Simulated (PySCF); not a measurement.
Job for PySCF: D3(BJ) and D4 dispersion corrections on C3F8 (SMILES FC(F)(F)C(F)(F)C(F)(F)F).

```python
from pyscf import gto
from pyscf.dispersion import dftd3, dftd4

mol = gto.M(
    atom='''
    F     1.12149289    1.19482569   -1.17845863
    C     1.28023373    0.31185384   -0.19404509
    F     1.49888704    0.96665678    0.94496002
    F     2.33505263   -0.45254493   -0.46365491
    C     0.02277759   -0.58717571   -0.06716266
    F     0.24358781   -1.47458274    0.91830631
    F    -0.13811299   -1.24378811   -1.22921786
    C    -1.29861025    0.16120515    0.24812969
    F    -1.57667282    1.03723492   -0.71580082
    F    -2.28946282   -0.72269024    0.32923369
    F    -1.19927279    0.80900536    1.40761026
    ''',
    basis='def2-svp',
    charge=0, spin=0, verbose=0, max_memory=1800)
d3, d4 = {}, {}
for xc in ['hf', 'pbe', 'blyp', 'revpbe', 'tpss', 'r2scan', 'b3lyp', 'pbe0', 'bhlyp', 'camb3lyp', 'b2plyp']:
    d3[xc] = float(dftd3.DFTD3Dispersion(mol, xc=xc, version='d3bj', atm=False).get_dispersion()['energy'])
    print(f'D3(BJ) {xc:10s} {d3[xc]:14.8f} Eh')
for xc in ['hf', 'pbe', 'blyp', 'revpbe', 'tpss', 'r2scan', 'b3lyp', 'pbe0', 'bhlyp', 'camb3lyp', 'b2plyp']:
    d4[xc] = float(dftd4.DFTD4Dispersion(mol, xc={'camb3lyp': 'cam-b3lyp'}.get(xc, xc), atm=True).get_dispersion()['energy'])
    print(f'D4     {xc:10s} {d4[xc]:14.8f} Eh')
```

Output:

```
D3(BJ) hf            -0.06026924 Eh
D3(BJ) pbe           -0.00816583 Eh
D3(BJ) blyp          -0.01699979 Eh
D3(BJ) revpbe        -0.02118396 Eh
D3(BJ) tpss          -0.01015306 Eh
D3(BJ) r2scan        -0.00225768 Eh
D3(BJ) b3lyp         -0.01378161 Eh
D3(BJ) pbe0          -0.00691161 Eh
D3(BJ) bhlyp         -0.01040904 Eh
D3(BJ) camb3lyp      -0.00598764 Eh
D3(BJ) b2plyp        -0.00617034 Eh
D4     hf            -0.03720230 Eh
D4     pbe           -0.00996937 Eh
D4     blyp          -0.02231377 Eh
D4     revpbe        -0.03451093 Eh
D4     tpss          -0.01350204 Eh
D4     r2scan        -0.00261042 Eh
D4     b3lyp         -0.01578452 Eh
D4     pbe0          -0.00835179 Eh
D4     bhlyp         -0.01062072 Eh
D4     camb3lyp      -0.00828592 Eh
D4     b2plyp        -0.00698971 Eh
```

The run finished.

Cost: around 0.010 core-seconds (rough).
